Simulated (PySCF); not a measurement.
Run times: nickel in cc-pVTZ

Measured wall times of calculations with PySCF 2.14 in cc-pVTZ (7s6p4d2f1g, 68 functions), with the non-relativistic Hamiltonian (point nucleus), run from one Python driver. Hardware: 1 thread of Neoverse-V2 on a shared host, 1.3 GiB allowed. The two-electron integrals over 68 functions were computed once and kept in memory (0.85 CPU seconds with the set-up); the times below exclude them. Kohn-Sham runs start from converged Hartree-Fock orbitals.

Launch command (the driver calls PySCF for each step listed in the task file):

```bash
OMP_NUM_THREADS=1 python atomrun2.py TASK.json OUT
```

```
        species                step  iterations  wall time (s)
Ni [Ar] 3d8 4s2                 UHF           7           0.53
Ni [Ar] 3d8 4s2               B3LYP           7            1.7
Ni [Ar] 3d8 4s2               M06-L           7            3.5
Ni [Ar] 3d8 4s2  MP2 (10 electrons)                       0.15
   Ni⁺ [Ar] 3d9                 UHF          11           0.55
   Ni⁺ [Ar] 3d9               B3LYP          10            2.3
   Ni⁺ [Ar] 3d9               M06-L           9            4.3
   Ni⁺ [Ar] 3d9   MP2 (9 electrons)                       0.14
```

Peak memory of the process: 0.27 GiB. Times on a shared host vary from run to run.
